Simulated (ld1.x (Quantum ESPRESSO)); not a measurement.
## tantalum (Ta) TM: all-electron and pseudo phase curves

```
Element                 : Ta
Generator               : ld1.x (Quantum ESPRESSO) 7.5
Type                    : norm-conserving Troullier–Martins (Kleinman–Bylander form)
Functional              : PBE
Relativity              : fully relativistic
Frozen core             : [Xe] 4f14
Valence charge          : 5
Reference configuration : 5d3 6s2 6p0
Partial waves           : 6s (bound): rc 2.70 bohr; 5d (bound): rc 1.85 bohr; 6p (bound, empty): rc 4.20 bohr
Local potential         : the p channel
Core correction         : none
```

Open shells are filled in proportion to 2j + 1 (rel_dist='average').

The phase is arctan(r·u′/u) with u = r·R(r), unwrapped; energies in Ry, scanned from -2 to 5 Ry. A pole is an energy at which the radial function vanishes at the test radius. The pseudo phase is shifted by a multiple of π to meet the all-electron one at the reference energy, and phase errors are pseudo minus all-electron; the curves can meet again beyond the range given. Levels narrower than the energy grid can be missing from the lists of poles.

Question: For each channel, where are the poles, and over which energies does the pseudopotential scatter like the atom?

Answer:

| channel | radius (bohr) | reference energy (Ry) | poles, all-electron | poles, pseudo | unbroken range about the reference energy with phases within 0.05 rad | phase error 1 Ry above the reference energy (rad) |
| --- | --- | --- | --- | --- | --- | --- |
| s | 4.55 | -0.40 | -0.18, 2.27 | -0.18, 1.37, 3.27 | below 0.4 | -0.201 |
| p1/2 | 4.55 | -0.13 | 0.33, 2.91 | 0.41, 2.51 | not even at the reference energy | +0.027 |
| p3/2 | 4.55 | -0.09 | 0.47, 3.17 | 0.41, 2.51 | not even at the reference energy | -0.061 |
| d3/2 | 4.55 | -0.29 | -0.24, 1.53, 4.52 | -0.24, 1.82 | below 0.3 | +0.305 |
| d5/2 | 4.55 | -0.25 | -0.19, 1.58, 4.59 | -0.19, 1.86 | below 0.3 | +0.289 |

Phases in the p3/2 channel:

```tsv
E (Ry)	all-electron	pseudo
-2.00	1.406	1.405
-1.76	1.393	1.392
-1.52	1.377	1.376
-1.28	1.355	1.353
-1.04	1.323	1.322
-0.80	1.273	1.270
-0.56	1.176	1.169
-0.32	0.899	0.865
-0.08	-0.477	-0.628
0.16	-1.343	-1.385
0.40	-1.539	-1.567
0.64	-1.635	-1.669
0.88	-1.716	-1.772
1.12	-1.818	-1.965
1.36	-2.024	-2.787
1.60	-2.803	-4.220
1.84	-4.109	-4.512
2.08	-4.443	-4.617
2.32	-4.562	-4.677
2.56	-4.625	-4.721
2.80	-4.667	-4.761
3.04	-4.698	-4.807
3.28	-4.725	-4.874
3.52	-4.750	-5.012
3.76	-4.777	-5.607
4.00	-4.809	-7.296
4.24	-4.852	-7.626
4.48	-4.925	-7.726
4.72	-5.085	-7.777
4.96	-5.736	-7.810
```
